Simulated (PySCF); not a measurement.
**Computed vibrations of EuCl3(H2O)**

EuCl3(H2O) (singlet in the valence; each metal's 4f electrons, 6 of them, lie in its core potential, out of spins and levels). PySCF 2.14.0, RKS PBE0, Eu lcecp-1-SVP with ECP52, Cl def2-SVP, O def2-SVP, H def2-SVP; non-relativistic Hamiltonian with scalar-relativistic core potentials where named; density fitting; no spin-orbit coupling. Central differences of gradients.

```xyz
7

Eu    0.0254   -0.0334    0.0334
Cl    1.1370    1.9259    1.1796
Cl   -1.6951   -1.3348    1.3348
Cl    1.1370   -1.1796   -1.9259
O    -1.3162    1.3841   -1.3841
H    -1.5308    2.3099   -1.2084
H    -1.5308    1.2084   -2.3099
```

Run from Python with OMP_NUM_THREADS=2. Where DIIS fails, smearing, a level shift and second-order steps follow.
It took 3 min on 2 threads of Intel(R) Xeon(R) Platinum 8259CL CPU @ 2.50GHz (Skylake/Cascade Lake), with other jobs on the host.

Q: What are the harmonic wavenumbers and infrared intensities?

A: Modes are labelled in Cs; negative numbers are unstable modes, those under 60 cm⁻¹ near the noise; a finer grid moves soft modes by up to 10 cm⁻¹.
```
cm⁻¹  km/mol  symmetry
 -39       –       a''
  40    24.9        a'
  55    28.4        a'
  71     1.6       a''
  72     2.8        a'
 133     6.1       a''
 254   195.3        a'
 311    10.3        a'
 318     0.1        a'
 336    77.2       a''
 344   155.7        a'
 479    73.6       a''
1612   110.3        a'
3839   162.0        a'
3932   191.2       a''
```

Q: Is this a minimum?

A: Probably not: 1 unstable, though so soft as to be near the noise; the lowest moves the atoms so:
```
Eu   0.00 -0.01 -0.01
Cl  -0.04  0.05 -0.07
Cl   0.00 -0.03 -0.03
Cl   0.04 -0.07  0.05
O    0.00  0.18  0.18
H    0.58  0.33  0.12
H   -0.58  0.12  0.33
```

An lcecp potential fixes the number of 4f electrons, so in runs with it no electron can move into or out of that shell.
